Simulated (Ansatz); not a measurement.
Molecule: sum formula MnOH (charge 0, septet). The spin state was set by rule; other spins were not relaxed. 
Structure (B3LYP-D3(BJ)/def2-TZVP (Ansatz, an electronic-structure program) minimum search):
```xyz
3

Mn    -0.2885    -0.3341    -0.2592
O      0.7192     0.9128     0.6544
H      1.4593     1.0510     1.2455
```
Charge 0, spin multiplicity 7.

Wanted: atomisation energy (electronic, to ground-state atoms), in kcal/mol. Cores are frozen in the correlated levels unless marked. UHF or UKS for open shells. No spin-orbit coupling. Frozen are the shells of the preceding noble gas and the d and f shells that filled before the atom's block. No relativistic terms. FCI takes restricted orbitals. The coupled-cluster limit lacks core correlation, which all-electron functionals hold. CBS(X,Y): correlation extrapolated as X^-3; Hartree-Fock from the larger set.

```csv
level,program,atomisation energy (kcal/mol)
HF/def2-SVP,Ansatz,115.6
HF/def2-TZVPPD,Ansatz,123.3
BLYP-D3(BJ)/def2-TZVPD,Ansatz + dftd3,190.5
r2SCAN-D3(BJ)/def2-TZVPD,Ansatz + dftd3,198.0
B97M-V/def2-TZVPD,Ansatz,189.0
PBE0/6-31G*,Ansatz,177.3
B2GP-PLYP/def2-TZVPD,Ansatz,180.8
```

Q: Predict the CCSD(T)/CBS(def2-TZVPPD,def2-QZVPPD) result (Ansatz).

A: 186.0 kcal/mol, so B2GP-PLYP/def2-TZVPD differs from it by -5.2 kcal/mol.
